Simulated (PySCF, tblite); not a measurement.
Species: C7H10FP.
Structure used (GFN2-xTB), in Å, numbered top down from 1:
```
atom  x, y, z in Å
C1     3.806    0.199    0.081
C2     2.319    0.217    0.006
F3     1.854    1.221   -0.779
P4     1.344   -0.885    0.827
C5    -0.350   -0.433    0.399
C6    -1.379   -0.927    1.096
C7    -2.698   -0.446    0.587
C8    -2.344    0.198   -0.764
C9    -0.830    0.462   -0.714
H10    4.132   -0.621    0.714
H11    4.176    1.141    0.488
H12    4.234    0.081   -0.916
H13   -1.300   -1.578    1.951
H14   -3.121    0.285    1.284
H15   -3.420   -1.258    0.487
H16   -2.568   -0.500   -1.572
H17   -2.908    1.112   -0.943
H18   -0.341    0.236   -1.662
H19   -0.615    1.505   -0.472
```

Computed with PBE0/pcSseg-1 in PySCF (dipole) on a GFN2-xTB geometry, gas phase.

Take the most abundant isotopes and a rigid rotor. The values belong to one conformer with, in the numbering `[CH3:1]/[C:2]([F:3])=[P:4]/[C:5]1=[CH:6][CH2:7][CH2:8][CH2:9]1`, C2–P4–C5–C6 -166°, C5–C6–C7–C8 12°, C6–C7–C8–C9 -19°, C7–C8–C9–C5 18°, P4–C5–C9–C8 167°.

Problem. What are A, B and C (MHz)?

Solution. Ia = 152.52, Ib = 630.28, Ic = 762.00 u·Å²; 505379 MHz·u·Å²/I gives A = 3314, B = 801.8, C = 663.2 MHz.

Problem. Classify the top.

Solution. An asymmetric top; Ray's κ = -0.895.

Problem. What does the inertial defect say?

Solution. Not planar: Δ = Ic − Ia − Ib = -20.79 u·Å². For a rigid frame Δ = −2 Σ m c², so Σ m c² = 10.40 u·Å² lies off the ab plane: 6.83 from hydrogen and 3.57 from heavier atoms. The atom farthest from that plane is 1.32 Å away.

Problem. List the rotational levels J(Ka,Kc) to J = 4 (K).

Solution. Above 0(0,0), as E/k:
J = 1: 1(0,1) 0.070, 1(1,1) 0.191, 1(1,0) 0.198
J = 2: 2(0,2) 0.211, 2(1,2) 0.325, 2(1,1) 0.345, 2(2,1) 0.706, 2(2,0) 0.707
J = 3: 3(0,3) 0.421, 3(1,3) 0.526, 3(1,2) 0.566, 3(2,2) 0.917, 3(2,1) 0.919, 3(3,1) 1.537, 3(3,0) 1.537
J = 4: 4(0,4) 0.699, 4(1,4) 0.793, 4(1,3) 0.860, 4(2,3) 1.198, 4(2,2) 1.202, 4(3,2) 1.819, 4(3,1) 1.819, 4(4,1) 2.685, 4(4,0) 2.685
Those of J = 1 are B + C, A + C and A + B.

Problem. Which types of transition are allowed, and where do some lines up to J = 2 fall?

Solution. The dipole components are |μa| = 0.03 D, |μb| = 0.26 D, |μc| = 0.07 D. Intensities carry the squares of the components, which stand as 0.01 : 1.00 : 0.07 (a : b : c). Some lines, for components of 0.1 D or more:

| type | branch | J(Ka,Kc) | MHz | lower level (cm⁻¹) |
| --- | --- | --- | --- | --- |
| b | R | 2(0,2) ← 1(1,1) | 413 | 0.133 |
| b | Q | 1(1,0) ← 1(0,1) | 2650 | 0.049 |
| b | Q | 2(1,1) ← 2(0,2) | 2795 | 0.146 |
| b | R | 1(1,1) ← 0(0,0) | 3977 | 0.000 |
| b | R | 2(1,2) ← 1(0,1) | 5303 | 0.049 |
| b | Q | 2(2,0) ← 2(1,1) | 7541 | 0.240 |
| b | Q | 2(2,1) ← 2(1,2) | 7951 | 0.226 |
| b | R | 2(2,1) ← 1(1,0) | 10604 | 0.137 |
| b | R | 2(2,0) ← 1(1,1) | 10748 | 0.133 |

Problem. Estimate the classical rotational partition function at 10 K, 100 K and 298.15 K.

Solution. Point group C1, symmetry number σ = 1; q = (√π/σ)·√((kT/h)³/(ABC)), k/h = 20836.6 MHz/K: 4020 at 10 K, 127000 at 100 K, 654000 at 298.15 K.

Its GFN2-xTB frequencies are all real (lowest 33 cm⁻¹). Zero-point vibration and centrifugal distortion are left out. A rigid rotor knows nothing of internal rotation, which can split or shift real lines.
